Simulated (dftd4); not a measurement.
ClO$_{2}$W (SMILES [O]=[W](=[O])[Cl]), doublet, at a GFN2-xTB geometry (such geometries of metal compounds can be far from the true shape) (the multiplicity is a formal guess); dftd4 with D4 for bp86.

dftd4 was given this input:
```
$ dftd4 mol.xyz --func bp86 --charge 0 --json dftd4.json --noedisp --grad

# file mol.xyz
4

W      0.10569345    -0.14536463     0.11632561
O      1.67571442    -0.57054583    -0.30281806
O     -0.63881661    -0.85554319     1.44402192
Cl    -0.94802926     1.30386438    -1.04339564
```

Output, abridged:

```
                    ____  _____ _____     ____  _  _
      -------------|  _ \|  ___|_   _|---|  _ \| || |------------
     |             | | | | |_    | | ___ | | | | || |_           |
     |             | |_| |  _|   | ||___|| |_| |__   _|          |
     |             |____/|_|     |_|     |____/   |_|            |
     |             ===================================           |
     |            E. Caldeweyher, S. Ehlert & S. Grimme          |
     |          Mulliken Center for Theoretical Chemistry        |
     |                    University of Bonn                     |
      -----------------------------------------------------------

Rational (Becke-Johnson) damping: bp86-D4-ATM
---------------------
  s6         1.0000
  s8         3.3550
  s9         1.0000
  a1         0.4365
  a2         4.9241
 alp        16.0000
--------------------

Dispersion energy:      -5.6619428251068E-03 Eh

Gradient norm:           7.0742741011433E-04 Eh/a0
--------------------------------------------------
     #    Z           dE/dx      dE/dy      dE/dz
--------------------------------------------------
     1   74 W    -8.247E-05  1.134E-04 -9.076E-05
     2    8 O     3.767E-04 -1.533E-04 -3.703E-05
     3    8 O    -1.101E-04 -2.133E-04  3.304E-04
     4   17 Cl   -1.841E-04  2.532E-04 -2.026E-04
--------------------------------------------------

Virial:
--------------------------------------------------
      component           x          y          z
--------------------------------------------------
          x       1.639E-03 -6.589E-04 -1.713E-04
          y      -6.589E-04  1.103E-03 -9.685E-04
          z      -1.713E-04 -9.685E-04  1.302E-03
--------------------------------------------------

[Info] Dispersion results written to 'dftd4.txt'
[Info] JSON dump of results written to 'dftd4.json'
```
